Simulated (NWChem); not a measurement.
InGeH₃Cl₂; SMILES [Cl][In]([Cl])[GeH3]

Program: NWChem. Medium grid unless said otherwise, to which SCAN and Minnesota functionals are sensitive. All runs use the structure optimised with PBE-D3(BJ)/def2-SVP. Not confirmed as a minimum by frequencies. def2 effective core potentials on In; no spin-orbit coupling. Total energies of different functionals are on different scales.

```json
[
 {"level": "B3LYP/def2-SVP", "energy (Ha)": "-3189.0406", "highest occupied level (eV)": "-7.88", "orbital gap (eV)": "5.64", "dipole (D)": "3.87"},
 {"level": "PBE/def2-SVP", "energy (Ha)": "-3188.1988", "highest occupied level (eV)": "-6.97", "orbital gap (eV)": "4.16", "dipole (D)": "3.77"},
 {"level": "M06-L/def2-SVP", "energy (Ha)": "-3189.0007", "highest occupied level (eV)": "-7.22", "orbital gap (eV)": "4.69", "dipole (D)": "4.19"},
 {"level": "B3PW91/def2-SVP", "energy (Ha)": "-3188.9482", "highest occupied level (eV)": "-8.00", "orbital gap (eV)": "5.77", "dipole (D)": "3.98"},
 {"level": "N12/def2-SVP", "energy (Ha)": "-3190.4878", "highest occupied level (eV)": "-6.79", "orbital gap (eV)": "4.10", "dipole (D)": "3.98"},
 {"level": "TPSSh/def2-SVP", "energy (Ha)": "-3188.8393", "highest occupied level (eV)": "-7.60", "orbital gap (eV)": "5.19", "dipole (D)": "3.89"},
 {"level": "LC-BLYP (range parameter 0.33 per bohr)/def2-SVP", "energy (Ha)": "-3187.8925", "highest occupied level (eV)": "-10.18", "orbital gap (eV)": "9.88", "dipole (D)": "3.90"},
 {"level": "PW6B95/def2-SVP", "energy (Ha)": "-3190.7233", "highest occupied level (eV)": "-8.21", "orbital gap (eV)": "6.20", "dipole (D)": "3.97"}
]
```
